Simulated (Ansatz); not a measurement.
Consider the substitution at a C–B bond: `FBC(F)Cl` + H–F → `FC(F)Cl` + `BF`.

Gas-phase electronic energies from Ansatz, PBE0-D4/def2-TZVP geometries. CBS: MP2 limit from def2 TZ/QZ plus the TZ coupled-cluster correction, frozen cores. This one scheme is used for every species. DFT in def2-TZVPP. One conformer a species, not always the lowest.

| level | ΔE (kJ/mol) |
| --- | --- |
| B97M-V | 39.7 |
| BHLYP-D4 | 41.0 |
| RPA@PBE/def2-TZVPP | 42.2 |
| MP2/def2-TZVPP | 53.0 |

(1) What does CCSD(T)/CBS give? (Estimate.)

Largest T1 diagnostic among the species: 0.013.

Results:

(1) The calculation gave: +53.7 kJ/mol. The listed levels differ from it by -14.0, -12.7, -11.5, -0.7 kJ/mol.

The D4 term adds +5.4 kJ/mol with B3LYP and +2.9 kJ/mol with PBE0; it sums over pairs of atoms, weighted by their polarisabilities, and B3LYP, whose exchange is more repulsive, gets the larger term. Leaving LDA and LC-ωPBE aside and taking each functional with its dispersion term where it has one, the values, not all of them listed here, spread over 11.9 kJ/mol, from ωB97X-V to revPBE-D4. In def2-TZVPP, CCSD(T) changes the Hartree–Fock value by +23.2 kJ/mol (the triples alone add +1.9 kJ/mol) and MP2 by +28.4 kJ/mol.

B3LYP here is the variant with VWN-RPA as its local correlation; programs differ in this.
